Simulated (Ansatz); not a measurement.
CH₃NO₂Si, 8 atoms. The species carries charge 0 and has multiplicity 1. All runs use 2 threads of an INTEL XEON PLATINUM 8581C on a shared host. Correlated methods freeze the cores.

Q: How many basis functions does each run have, and how long does it take in Ansatz? RKS PBE0-D4/def2-SVP energy; RHF-CCSD(T)/def2-SVP energy; RKS ωB97M-V/def2-QZVPP energy; direct RPA on PBE orbitals/def2-TZVPP energy; RKS ωB97X-V/def2-TZVPP energy; RKS HSE06 (plane-wave form)-D4/def2-TZVPP energy; RHF-CCSD(T)/def2-TZVPP energy; RKS PBE0-D4/def2-QZVPP energy; RKS CAM-B3LYP-D4/def2-TZVPP energy; RKS PBE0-D4/def2-TZVP relaxation (6 steps); RKS PBE0-D4/def2-TZVP frequencies; RKS ωB97M-V/def2-SVP energy. (Best estimate.)

A: Computed: Other jobs shared the machine, so times are rough.

| level | job | functions | wall time | peak host memory (GiB) |
| --- | --- | --- | --- | --- |
| RKS PBE0-D4/def2-SVP | energy | 89 | 0.65 s | 0.39 |
| RKS ωB97M-V/def2-SVP | energy | 89 | 2 s | 0.39 |
| RKS HSE06 (plane-wave form)-D4/def2-TZVPP | energy | 208 | 2.1 s | 0.45 |
| RKS CAM-B3LYP-D4/def2-TZVPP | energy | 208 | 2.1 s | 0.49 |
| RHF-CCSD(T)/def2-SVP | energy | 89 | 2.2 s | 0.39 |
| direct RPA on PBE orbitals/def2-TZVPP | energy | 208 | 3.6 s | 0.49 |
| RKS ωB97X-V/def2-TZVPP | energy | 208 | 4.2 s | 0.53 |
| RKS PBE0-D4/def2-QZVPP | energy | 388 | 4.8 s | 1.1 |
| RKS ωB97M-V/def2-QZVPP | energy | 388 | 11 s | 1.2 |
| RKS PBE0-D4/def2-TZVP | relaxation (6 steps) | 179 | 15 s | 0.42 |
| RHF-CCSD(T)/def2-TZVPP | energy | 208 | 45 s | 2.9 |
| RKS PBE0-D4/def2-TZVP | frequencies | 179 | 69 s | 0.42 |
